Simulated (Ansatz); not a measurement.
**Energy profile**

The step: SiH₄SO₂ ([OH][SiH]([OH])[SH]) → SiH₂SO₂ ([OH][Si]([OH])[S]) + H₂; bonds formed: H2–H4; bonds broken: Si1–H2, S3–H4 (atoms numbered as in the saddle structure below).

```
8
angstrom
Si -0.2200 -0.0756 0.1237
H 0.9942 -0.8496 -0.7662
S -1.6572 -1.1949 -0.6957
H 0.1186 -1.2686 -1.0191
O 0.0347 1.4847 -0.2565
O 0.3039 -0.2970 1.6367
H -0.4312 1.8065 -1.0320
H 0.8571 0.3945 2.0092
```

Electronic energies by CCSD(T) at an estimated basis limit (MP2 extrapolated from triple and quadruple zeta, plus CCSD(T) − MP2 in triple zeta), on PBE0-D4/def2-TZVP structures; SiH4SO2, singlet; no counterpoise correction. Computed with Ansatz 0.2.0 (basis: def2-TZVPP and def2-QZVPP); correlated methods freeze the cores. Extrapolation: Hartree–Fock as exp(−7.88 √X), correlation as X^−2.97.

Task: Give the profile in kcal/mol, counted from the start structure. (To be estimated.)

Result: By the calculation:
```tsv
point	kcal/mol
start structure	0.00
saddle	46.70
end structure	24.75
separated: SiH2SO2 (linked as [OH][Si]([OH])[S]; Si1, S3, O5, O6, H7, H8; singlet) + H2 (H2, H4; singlet)	25.62
```

No T1 diagnostic of these runs exceeds 0.014.

For scale, one of the runs: CCSD(T)/def2-TZVPP, 202 basis functions, launched by `ansatz run in.yaml --threads 4 --pin off --events-out ev --progress --plain --max-ram 9574MiB`. The run took 58 s on 4 CPU threads of an Arm Neoverse V1 (shared host), with 2.5 GiB of host memory at its peak.
